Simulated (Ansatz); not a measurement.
Two structures of Si$_{4}$H$_{11}$ClF$_{2}$, singlet, reached by relaxing down either side of one saddle point (PBE0-D4/def2-TZVP). Energies are electronic, without zero-point energy. Ansatz 0.2.0; basis: def2-TZVPP and def2-QZVPP; cores frozen in the correlated methods. Extrapolation: Hartree–Fock as exp(−7.88 √X), correlation as X^−2.97. First:

```
18
angstrom
Si -0.4651 -0.1462 -0.1407
Si -0.2657 -0.1729 2.1937
Si 1.3853 -1.1208 -1.2206
Si -2.4281 -1.2499 -0.7911
F -0.6111 1.4180 -0.6363
H 0.2574 3.0372 -0.5169
Cl 1.1544 3.9427 -0.2907
H 2.3373 2.1894 0.1815
F 2.5794 1.2988 0.3254
H -1.5362 0.2629 2.8344
H 0.0042 -1.5849 2.5802
H 0.8454 0.6945 2.6584
H 0.9111 -2.3566 -1.9057
H 2.4490 -1.4957 -0.2579
H 1.9054 -0.1806 -2.2458
H -2.5660 -1.2660 -2.2720
H -2.3212 -2.6517 -0.3011
H -3.6353 -0.6181 -0.1947
```

Second:

```json
{"atom": "Si1", "x (Å)": "0.1001", "y (Å)": "0.1738", "z (Å)": "-1.7680"}
{"atom": "Si2", "x (Å)": "0.1149", "y (Å)": "0.0041", "z (Å)": "2.7060"}
{"atom": "Si3", "x (Å)": "1.7945", "y (Å)": "-1.4500", "z (Å)": "-1.6459"}
{"atom": "Si4", "x (Å)": "-1.9593", "y (Å)": "-0.3191", "z (Å)": "-0.7331"}
{"atom": "F5", "x (Å)": "-0.1788", "y (Å)": "0.4931", "z (Å)": "-3.3109"}
{"atom": "H6", "x (Å)": "0.1229", "y (Å)": "2.8465", "z (Å)": "0.2757"}
{"atom": "Cl7", "x (Å)": "-0.4051", "y (Å)": "3.4284", "z (Å)": "1.2926"}
{"atom": "H8", "x (Å)": "0.5337", "y (Å)": "0.1740", "z (Å)": "1.2901"}
{"atom": "F9", "x (Å)": "0.6778", "y (Å)": "1.5559", "z (Å)": "-1.1650"}
{"atom": "H10", "x (Å)": "-1.3150", "y (Å)": "0.3701", "z (Å)": "2.8440"}
{"atom": "H11", "x (Å)": "0.2998", "y (Å)": "-1.4232", "z (Å)": "3.0763"}
{"atom": "H12", "x (Å)": "0.9584", "y (Å)": "0.8611", "z (Å)": "3.5729"}
{"atom": "H13", "x (Å)": "1.2815", "y (Å)": "-2.6988", "z (Å)": "-2.2691"}
{"atom": "H14", "x (Å)": "2.1268", "y (Å)": "-1.7150", "z (Å)": "-0.2228"}
{"atom": "H15", "x (Å)": "3.0050", "y (Å)": "-0.9868", "z (Å)": "-2.3725"}
{"atom": "H16", "x (Å)": "-2.8843", "y (Å)": "-0.8593", "z (Å)": "-1.7639"}
{"atom": "H17", "x (Å)": "-1.7386", "y (Å)": "-1.3569", "z (Å)": "0.3082"}
{"atom": "H18", "x (Å)": "-2.5341", "y (Å)": "0.9022", "z (Å)": "-0.1145"}
```

(1) Which bonds change from the first to the second?

(2) Give the saddle point's structure and its height above each. (To be estimated.)

The search had been set up for a ligand exchange through a proton shuttle (forming Si1–Cl7, H6–F9, Si2–H8, breaking Si1–Si2, H6–Cl7, H8–F9); from that guess it ended on this step instead.

No T1 diagnostic of these runs exceeds 0.015.

Results:

(1) Si₄H₉F ([F][Si]([SiH3])([SiH3])[SiH3]) + HCl + HF → Si₃H₆F₂ ([F][Si]([F])([SiH3])[SiH3]) + SiH₄ + HCl; bonds formed: Si1–F9, Si2–H8; bonds broken: Si1–Si2, H8–F9.

(2) By the calculation: 1.837 eV above the first and 3.081 eV above the second (CCSD(T) at an estimated basis limit (MP2 extrapolated from triple and quadruple zeta, plus CCSD(T) − MP2 in triple zeta)).
Si1  (-0.056, 0.103, -0.659)
Si2  (-0.198, 0.308, 1.922)
Si3  (1.588, -1.317, -1.541)
Si4  (-2.052, -1.166, -0.418)
F5  (-0.592, 1.326, -1.539)
H6  (1.071, 3.114, 0.228)
Cl7  (0.434, 3.954, 0.977)
H8  (0.879, 0.852, 0.642)
F9  (1.580, 1.356, -0.275)
H10  (-1.471, 1.052, 2.032)
H11  (-0.389, -1.154, 2.096)
H12  (0.804, 0.808, 2.901)
H13  (0.946, -2.488, -2.194)
H14  (2.430, -1.796, -0.415)
H15  (2.411, -0.569, -2.522)
H16  (-2.627, -1.274, -1.788)
H17  (-1.691, -2.528, 0.059)
H18  (-3.068, -0.581, 0.495)
(Å)

Labels in which every atom is bracketed show which atoms are joined, not bond orders.

For scale, one of the runs: CCSD(T)/def2-TZVPP, 426 basis functions, launched by `ansatz run in.yaml --threads 4 --pin off --events-out ev --progress --plain --max-ram 66560MiB --backend cuda --devices 0, --max-vram 37GiB`. Hardware: 4 CPU threads of an AMD EPYC 7R13 and a share of one NVIDIA H100, shared host. Wall time 96 s; peak host memory 1.7 GiB.
